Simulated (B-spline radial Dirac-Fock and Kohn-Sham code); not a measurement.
# Compton profile of Ir²⁸⁺

System: iridium as Ir²⁸⁺, configuration [Kr] 4d10 4f3.

Input file task.json (cfg lists n, l and occupation; rrms is the nuclear radius in fm):

```json
{"items": [{
  "Z": 77,
  "q": 28,
  "cfg": [[1, 0, 2], [2, 0, 2], [2, 1, 6], [3, 0, 2], [3, 1, 6], [3, 2, 10], [4, 0, 2], [4, 1, 6], [4, 2, 10], [4, 3, 3]],
  "A": 193,
  "rrms": 5.4032,
  "do": ["scatter"],
  "s": [0.0, 0.05, 0.1, 0.15, 0.2, 0.25, 0.3, 0.35, 0.4, 0.45, 0.5, 0.6, 0.7, 0.8, 0.9, 1.0, 1.1, 1.2, 1.4, 1.6, 1.8, 2.0, 2.5, 3.0, 3.5, 4.0, 5.0, 6.0],
  "pz": [0, 0.1, 0.2, 0.3, 0.4, 0.5, 0.6, 0.8, 1.0, 1.2, 1.4, 1.6, 1.8, 2.0, 2.5, 3.0, 4.0, 5.0, 7.0, 10.0, 15.0, 20.0, 30.0, 40.0, 60.0, 100.0],
  "hv_scatter": [1000, 2000, 8047.8, 20000, 50000, 200000, 500000, 1000000]
}]}
```

Run with: `python xray_run.py task.json out`

The computed values come from a B-spline atomic structure program: the impulse approximation on Dirac-Fock densities. pz is in atomic units of momentum; subshell profiles are per electron, for a selection of subshells; open shells are spread over both j values by their weights.

| pz | J total | J 2s1/2 | J 4s1/2 | J 4f7/2 |
| --- | --- | --- | --- | --- |
| 0 | 2.665 | 0.0342 | 0.143 | 0.0557 |
| 0.4 | 2.659 | 0.0342 | 0.141 | 0.0557 |
| 0.5 | 2.656 | 0.0342 | 0.139 | 0.0557 |
| 0.6 | 2.652 | 0.0342 | 0.137 | 0.0557 |
| 0.8 | 2.641 | 0.0341 | 0.133 | 0.0557 |
| 1 | 2.628 | 0.0341 | 0.128 | 0.0557 |
| 1.2 | 2.612 | 0.0340 | 0.122 | 0.0557 |
| 1.4 | 2.592 | 0.0339 | 0.115 | 0.0557 |
| 1.6 | 2.569 | 0.0338 | 0.108 | 0.0557 |
| 1.8 | 2.543 | 0.0337 | 0.0999 | 0.0557 |
| 2 | 2.514 | 0.0336 | 0.0919 | 0.0557 |
| 2.5 | 2.426 | 0.0332 | 0.0722 | 0.0556 |
| 3 | 2.317 | 0.0328 | 0.0543 | 0.0555 |
| 4 | 2.049 | 0.0317 | 0.0292 | 0.0542 |
| 5 | 1.744 | 0.0303 | 0.0184 | 0.0508 |
| 7 | 1.197 | 0.0271 | 0.0159 | 0.0380 |
| 10 | 0.7322 | 0.0213 | 0.00932 | 0.0175 |
| 15 | 0.3955 | 0.0122 | 0.00174 | 0.00342 |
| 20 | 0.2264 | 0.00590 | 0.00151 | 0.000653 |
| 30 | 0.08690 | 0.00131 | 0.000367 | 3.40e-05 |
| 40 | 0.04014 | 0.000840 | 6.49e-05 | 2.89e-06 |
| 60 | 0.01265 | 0.000690 | 4.57e-05 | < 1e-6 |
| 100 | 0.002581 | 0.000198 | 1.37e-05 | < 1e-6 |

J(0) = 2.665. The 4d5/2 subshell gives the largest part, 16 %.

Mean momentum ⟨p⟩ by subshell (a.u.): 1s1/2 81.9, 2s1/2 29.2, 2p1/2 38.5, 2p3/2 33.6, 3s1/2 14.8, 3p1/2 17.6, 3p3/2 16.2, 3d3/2 19.5, 3d5/2 19.0, 4s1/2 8.21, 4p1/2 9.23, 4p3/2 8.70, 4d3/2 9.74, 4d5/2 9.56, 4f5/2 10.5, 4f7/2 10.4.
